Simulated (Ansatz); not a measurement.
This geometry of AlF2H4N (8 atoms, charge 0, multiplicity 1) is a first-order saddle point.

Method: Ansatz 0.2.0, RKS LDA/def2-SVP.

```xyz
8
Properties=species:S:1:pos:R:3
Al 0.069 -0.384 -0.001
H -0.226 0.079 1.729
F 1.551 0.225 -0.419
F -1.294 0.007 -0.854
N 0.097 -2.061 0.772
H -0.675 -2.733 0.665
H 0.985 -2.566 0.906
H -0.139 -0.915 1.695
```

Q: Which two structures does it join? (They come from a converged band through this point; their orientation in space is the band's.)

A: Bonds broken: Al1–H2, N5–H8. Bonds formed: H2–H8. AlF2H4N becomes AlF2H2N + H2.

Image 0:

```xyz
8
Properties=species:S:1:pos:R:3
Al 0.016 -0.060 0.251
H -0.237 0.934 1.470
F 1.546 -0.110 -0.435
F -1.241 -0.338 -0.827
N 0.061 -1.938 0.953
H -0.676 -2.442 0.434
H 0.981 -2.325 0.683
H -0.082 -2.068 1.965
```

Image 10:

```xyz
8
Properties=species:S:1:pos:R:3
Al 0.098 -0.623 -0.035
H -0.234 0.412 1.779
F 1.489 0.255 -0.213
F -1.309 0.024 -0.619
N 0.155 -2.299 0.492
H -0.641 -2.940 0.439
H 1.020 -2.807 0.694
H -0.209 -0.367 1.955
```

Q: How far does it lie above each of them?

A: 1.22 eV above the first and 0.29 eV above the second. This is the barrier of this one path; another mechanism may lie lower. The orbitals stay closed-shell, which can raise the energy where a bond breaks towards radicals; this wasn't checked here.

Run time: 2.5 min on 1 thread of Arm Neoverse V1 (shared host), peak memory 0.14 GiB.
